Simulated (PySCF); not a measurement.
# Frontier orbitals and the lowest excitations

Species: cyclo-(H2GeO)2.
Structure used (PBE0-D3(BJ)/def2-SVP), in Å, numbered top down from 1:
```xyz
8
Ge2H4O2 angstrom
Ge    -0.587   -0.457    1.053
H     -1.244   -1.845    1.120
H     -0.709    0.349    2.357
O      1.097   -0.504    0.396
Ge     0.620    0.437   -1.073
H      0.739   -0.374   -2.373
H      1.286    1.821   -1.148
O     -1.063    0.486   -0.415
```

Computed with PySCF, TDDFT wB97X-D/def2-SVPD, vertical, gas phase, core orbitals frozen in the response. Relativistic effects, spin–orbit coupling among them, are left out although an element past zinc is present.

Frontier orbitals with the atoms that hold most of them (Löwdin shares over 4%, at most four atoms; ? is withheld):

| orbital | ε (eV) | atoms |
| --- | --- | --- |
| HOMO-3 | -12.00 | O4 24%, O8 23%, Ge5 15%, Ge1 15% |
| HOMO-2 | -10.68 | O8 46%, O4 45%, Ge5 5%, Ge1 5% |
| HOMO-1 | -10.52 | ? |
| HOMO | -10.07 | O4 24%, O8 23%, Ge5 12%, Ge1 12% |
| LUMO | ? | ? |
| LUMO+1 | 1.85 | Ge1 29%, Ge5 29%, H3 9%, H2 9% |
| LUMO+2 | 2.06 | Ge5 27%, Ge1 26%, H7 8%, H3 8% |

Give the leading atoms of the HOMO-1.

O4 (bonded to 2 Ge) 46%; O8 (bonded to 2 Ge) 46%.

Give the leading atoms of the LUMO.

Ge1 (bonded to 2 O and 2 H) 24%; Ge5 (bonded to 2 O and 2 H) 24%; O8 (bonded to 2 Ge) 12%; O4 (bonded to 2 Ge) 12%. By element: germanium 48%, oxygen 24%.

What is the LUMO energy, and the HOMO–LUMO gap?

ε(LUMO) = 0.80 eV; the gap is 10.87 eV (0.3995 hartree).

How does S1 compare with the orbital gap of 10.87 eV?

S1 is at 6.14 eV (f = 0.0000), 4.73 eV below the gap, made of HOMO→LUMO (95%). Without the coupling terms of the response equations the lowest excitation would equal the gap.

Give energy, strength and leading configuration of S1, S2, S3 and S6, and follow the Löwdin shares of the leading atoms from the occupied to the empty orbital.

- S1 (6.14 eV, f 0.0000), HOMO→LUMO (95%): O4 24% → 12%, O8 23% → 12%, Ge1 12% → 24%, Ge5 12% → 24%
- S2 (6.52 eV, f 0.0000), HOMO-1→LUMO (98%): O4 46% → 12%, O8 46% → 12%, Ge1 at most 4% → 24%, Ge5 at most 4% → 24%
- S3 (6.63 eV, f 0.018), HOMO-2→LUMO (95%): O8 46% → 12%, O4 45% → 12%, Ge1 5% → 24%, Ge5 5% → 24%
- S6 (7.92 eV, f 0.207), HOMO→LUMO+1 (80%): O4 24% → at most 9%, O8 23% → at most 9%, Ge1 12% → 29%, Ge5 12% → 29%

One conformer stands for the species.
